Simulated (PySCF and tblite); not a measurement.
The numbers below are computed, except where a source is named.
propiophenone, C₉H₁₀O, numbered as in [CH3:1][CH2:2][C:3](=[O:4])[c:5]1[cH:6][cH:7][cH:8][cH:9][cH:10]1.

First level. Level: PBE0-D3(BJ)/def2-SVPD (IEF-PCM, chloroform)//PBE0-D3(BJ)/def2-SVP, thermal terms from GFN2-xTB, symmetry numbers and mirror pairs counted. Conformers within 3 kcal/mol (GFN2-xTB free energy) were kept, 7 at most. GIAO shieldings: PBE0/pcSseg-1 (IEF-PCM, chloroform). Shifts are against TMS (¹H), TMS (¹³C) at the same level. (PySCF 2.14, tblite 0.8.)

It gives, at 298.15 K, with 2 conformers (largest weight 88 %): ¹H: 8.36 (H6/H10, 2H), 7.84 (H8, 1H), 7.77 (H7/H9, 2H), 3.04 (H2, 2H), 1.24 (H1, 3H) ppm. ¹³C: 206.0 (C3), 140.9 (C8), 139.8 (C5), 135.2 (C6/C10), 135.0 (C7/C9), 34.8 (C2), 10.1 (C1) ppm.

Second level: PBE0-D3(BJ)/def2-SVP geometries, energies BLYP-D3(BJ)/pcSseg-1, starting guess atom, shieldings BLYP/pcSseg-1, starting guess atom, on up to 4 of the same conformers.

(1) How do the averaged shifts change?

Shifts are unscaled: against experiment ¹³C can be off by 15 ppm or more and ¹H by 0.8 ppm.

## Answers

(1) 
```tsv
signal	first	second	change (ppm)
H1	1.24	1.22	-0.02
H2	3.04	2.91	-0.12
H6/H10	8.36	7.99	-0.37
H7/H9	7.77	7.34	-0.43
H8	7.84	7.35	-0.49
C1	10.1	10.7	0.6
C2	34.8	35.5	0.7
C3	206.0	200.4	-5.5
C5	139.8	138.6	-1.2
C6/C10	135.2	132.0	-3.2
C7/C9	135.0	132.4	-2.6
C8	140.9	136.8	-4.2
```

The largest weight becomes 86 %.
